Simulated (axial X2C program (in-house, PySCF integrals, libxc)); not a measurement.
**Low determinants of TeCl at the PBE0 level, with spin–orbit coupling**

Calculated with an axial X2C code built on PySCF integrals. Two-component (2c) means X2C with spin–orbit coupling and atomic mean-field two-electron Coulomb and Gaunt terms. Basis: Te dyall-cv3z [11s12p8d4f1g], Cl dyall-av3z [9s8p3d2f] (cores contracted in-house); Gaussian nuclei, density fitting, unrestricted open shells. Masses: Te 129.906 u, Cl 34.969 u.

Search at 2.350 Å (vertical energies from the lowest determinant):

```
ΔE (eV)    state  electrons beyond evenly filled partner blocks  electrons in ±ω = 1/2, 3/2, 5/2, 7/2
   0.00  Ω = 3/2                                        ω = 3/2                             46 19 4 0
   0.52  Ω = 1/2                                        ω = 1/2                             45 20 4 0
   2.33  Ω = 1/2                          2 × ω = -1/2, ω = 3/2                             46 19 4 0
   2.36  Ω = 1/2                                        ω = 1/2                             47 18 4 0
   2.84  Ω = 5/2                           2 × ω = 1/2, ω = 3/2                             46 19 4 0
   5.06  Ω = 7/2                           ω = 1/2, 2 × ω = 3/2                             47 18 4 0
   5.47  Ω = 5/2                          ω = -1/2, 2 × ω = 3/2                             47 18 4 0
```

Lowest determinant, Ω = 3/2 (⟨Sz⟩ = 0.51, ⟨Lz⟩ = 0.99 at PBE0): Re = 2.328 Å, ωe = 382.6 cm⁻¹.

The determinant in row 2 of the search, Ω = 1/2 (⟨Sz⟩ = -0.49, ⟨Lz⟩ = 0.99 at PBE0), was followed along the bond at PBE0; measured from the minimum of the lowest determinant it gives:

Te = 0.513 eV (4139 cm⁻¹), Re = 2.318 Å, ωe = 391.2 cm⁻¹.

**Question.** Compare the bond of the determinant in row 2 with that of the lowest one.

**Answer.** At PBE0 its Re is 0.010 Å shorter and its force constant, which goes as ωe², is 1.05 times that of the lowest determinant. T0 ≈ Te + Δωe/2 = 4139 + (4) = 4143 cm⁻¹.

The search compares states at one distance, so a state with another bond length can lie lower; it is not exhaustive and yields mostly the lowest determinant of each block pattern, so other components and higher states of one pattern are missing. These are energies of single determinants, not of spin-adapted states; PBE0 term energies can be off by some tenths of an eV, and the functional has no current term.
